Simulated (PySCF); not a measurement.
Cost of one run: spin–spin coupling job, `N=C(C(F)(F)F)C(F)(F)F` (transoidal hexafluoroacetone imine).

Method: B3LYP/pcJ-1 indirect spin-spin coupling, non-relativistic, gas phase (PySCF 2.14.0, density-fitted response routines). Geometry: GFN2-xTB. Work: spin–spin couplings from 7 perturbed nuclei, spin–dipole term for 6 of them, density fitting. A driver script takes a list of jobs; this job's settings line and coordinates (Å) are shown.

Input:
```
{"job": {"kind": "j", "xc": "B3LYP", "basis": "pcJ-1"}, "charge": 0, "multiplicity": 1}
N     -0.043455     1.452933    -0.908015
C      0.021515     0.397386    -0.256218
C      1.384392    -0.258886    -0.037420
F      2.354706     0.413211    -0.640074
F      1.682603    -0.323684     1.263508
F      1.400471    -1.507925    -0.511121
C     -1.167908    -0.346272     0.381029
F     -1.327680    -1.567822    -0.127854
F     -2.297112     0.334910     0.146857
F     -1.040239    -0.464866     1.702171
H     -0.961870     1.873685    -1.038826
```

Hardware: Arm Neoverse V1, one thread, shared host.

Task: How large is the basis?

Result: 280 functions for 80 electrons, with 961 fitting functions; the fitted three-index integrals, 961 × 280 × 281/2 numbers of 8 bytes, come to 290 MiB.

Task: How long does the run take?

Result: About 2.9 min. The SCF took 14 cycles.

The SCF part of the output:
```
coarse grid: 11456 points
cycle   1  E = -768.3274687880  dE =  1.841e+00  |g| = 1.356e+00  |ddm| = 3.157e+00
cycle   2  E = -767.6935999793  dE =  6.339e-01  |g| = 2.442e+00  |ddm| = 2.033e+00
cycle   3  E = -768.6151391086  dE = -9.215e-01  |g| = 2.404e-01  |ddm| = 1.409e+00
cycle   4  E = -768.6229068937  dE = -7.768e-03  |g| = 1.461e-01  |ddm| = 2.425e-01
cycle   5  E = -768.6271498240  dE = -4.243e-03  |g| = 2.272e-02  |ddm| = 1.146e-01
cycle   6  E = -768.6272481133  dE = -9.829e-05  |g| = 4.268e-03  |ddm| = 2.086e-02
cycle   7  E = -768.6272517822  dE = -3.669e-06  |g| = 5.740e-04  |ddm| = 3.441e-03
final grid: 119616 points
cycle   8  E = -768.7151147204  dE = -2.713e-04  |g| = 7.488e-03  |ddm| = 1.985e-02
cycle   9  E = -768.7151060752  dE =  8.645e-06  |g| = 1.050e-02  |ddm| = 9.703e-03
cycle  10  E = -768.7151219028  dE = -1.583e-05  |g| = 6.186e-04  |ddm| = 6.003e-03
cycle  11  E = -768.7151218793  dE =  2.353e-08  |g| = 6.830e-04  |ddm| = 7.944e-04
cycle  12  E = -768.7151219739  dE = -9.456e-08  |g| = 8.901e-05  |ddm| = 4.663e-04
cycle  13  E = -768.7151219752  dE = -1.386e-09  |g| = 2.304e-05  |ddm| = 7.308e-05
cycle  14  E = -768.7151219753  dE = -1.044e-10  |g| = 5.628e-06  |ddm| = 2.038e-05
converged SCF energy = -768.7151219753
```

On the final grid dE counts from the start density on that grid.

Other jobs ran on the host; a repeat could differ by tens of per cent or more.
